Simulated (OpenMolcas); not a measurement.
# An input for CH6FNSn (SMILES [CH3][SnH]([NH2])[F])

CH6FNSn has 10 atoms, charge 0, and is taken as a singlet. SMILES: `[CH3][SnH]([NH2])[F]`. The coordinates come from a PBE0-D4/def2-TZVP relaxation. This is one conformer, not always the lowest.

```xyz
10

C    -1.0233    1.1869    0.3056
Sn   -0.0126   -0.4241   -0.6328
N     1.5222   -1.0852    0.4658
F    -1.3086   -1.8554   -0.5934
H    -1.1915    0.9354    1.3529
H    -0.4324    2.1007    0.2428
H    -1.9853    1.3425   -0.1813
H     0.4133   -0.3293   -2.2803
H     1.7197   -0.6107    1.3332
H     2.3816   -1.3120   -0.0097
```

Settings wanted:

- method: CCSD(T)
- reference: RHF
- integral approximation: CD high
- basis set: def2-SVP
- task: energy
- frozen core orbitals: 7
- nucleus: point
- cc max iter: 80
- cc conv: 1e-08
- module: chcc
- SCF convergence threshold: 1e-10

Q: Write the OpenMolcas 26.06 input and the command.

A: This one ran through:

struct.xyz:
```
10

C     -1.023300     1.186900     0.305600
Sn    -0.012600    -0.424100    -0.632800
N      1.522200    -1.085200     0.465800
F     -1.308600    -1.855400    -0.593400
H     -1.191500     0.935400     1.352900
H     -0.432400     2.100700     0.242800
H     -1.985300     1.342500    -0.181300
H      0.413300    -0.329300    -2.280300
H      1.719700    -0.610700     1.333200
H      2.381600    -1.312000    -0.009700
```

job.inp:
```
&GATEWAY
  BasLib
  $CurrDir
  Coord
  struct.xyz
  Basis
  def2-SVP
  Group
  NoSym

&SEWARD
  High

&SCF
  Thresholds
  1e-10 1e-07 1e-07 1e-05
  PrOrbitals
  1 1

&CHCC
  Frozen
  7
  Threshold
  1e-08
  MaxIterations
  80

&CHT3
  Frozen
  7
```

```bash
$ export MOLCAS_MEM=1860
$ pymolcas job.inp > job.log
```

(Basis files named in the input come from the Basis Set Exchange and aren't shown.)

Calculated total energy: -409.13793 Eh.
